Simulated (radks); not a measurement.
Results of a calculation; reference values are marked as such.
Q: The mean radii <r> (bohr) of the occupied orbitals of an atom or ion are listed with their occupations. Level of theory: non-relativistic Kohn-Sham, PBE, spin-polarised, spherical densities, point nucleus (a radial shooting solver on a logarithmic mesh with Libxc functionals).

orbital  occ.      <r>
1s up       1  0.03814
1s down     1  0.03814
2s up       1   0.1672
2s down     1   0.1672
2p up       3   0.1435
2p down     3   0.1435
3s up       1   0.4637
3s down     1   0.4639
3p up       3   0.4588
3p down     2   0.4590
3d up       5   0.4367
3d down     5   0.4366
4s up       1    1.074
4s down     1    1.076
4p up       1    1.124

Name the element and its charge. Open shells, if any, are filled with parallel spins first.

A: Z = 40, zirconium, charge +10: Zr10+ in [Ne] 3s2 3p5 3d10 4s2 4p1. The 1s radius gives Z: for a bare nucleus <r> = 1.5/Z, 0.0375 bohr for Z = 40, and screening makes it slightly larger (0.03814 here). The occupations add up to 30, and the charge is Z minus that.
